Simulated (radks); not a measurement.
N+, 6 electrons, occupied as [He] 2s2 2p2. Method: scalar-relativistic Kohn-Sham, SCAN, spin-unpolarised, spherical densities, finite nucleus; meta-GGA in the generalised Kohn-Sham scheme; Fermi nuclear charge, rms radius 2.5582 fm; computed with a radial shooting solver on a logarithmic mesh with Libxc functionals.

Normalised radial functions P(r) = r R(r), r in bohr:

```
   r/bohr * 2s (the largest magnitude, 0.928, reaches the edge; | marks zero)
  0.01477                             |  *
  0.01639                             |   *
  0.01819                             |   *
  0.02018                             |   *
  0.02239                             |    *
  0.02484                             |    *
  0.02757                             |     *
  0.03035                             |     *
  0.03367                             |      *
  0.03736                             |      *
  0.04146                             |       *
    0.046                             |       *
  0.05104                             |        *
  0.05664                             |        *
  0.06284                             |         *
  0.06973                             |         *
  0.07676                             |          *
  0.08517                             |          *
   0.0945                             |           *
   0.1049                             |           *
   0.1164                             |           *
   0.1291                             |           *
   0.1433                             |          *
    0.159                             |          *
   0.1764                             |         *
   0.1942                             |        *
   0.2154                             |       *
    0.239                             |     *
   0.2652                             |   *
   0.2943                             | *
   0.3266                            *|
   0.3624                         *   |
   0.4021                      *      |
   0.4461                   *         |
   0.4911                *            |
   0.5449             *               |
   0.6046          *                  |
   0.6709       *                     |
   0.7444     *                       |
    0.826   *                         |
   0.9166  *                          |
    1.017  *                          |
    1.128   *                         |
    1.242    *                        |
    1.378      *                      |
    1.529        *                    |
    1.697           *                 |
    1.883              *              |
    2.089                 *           |
    2.318                    *        |
    2.572                      *      |
    2.854                        *    |
    3.142                          *  |
    3.486                           * |
    3.869                            *|
    4.293                            *|
    4.763                             *
```

2s: eigenvalue -33.541 eV, 1 radial node at r = 0.318 bohr, <r> = 1.24 bohr, 90 % of the charge inside 1.96 bohr.
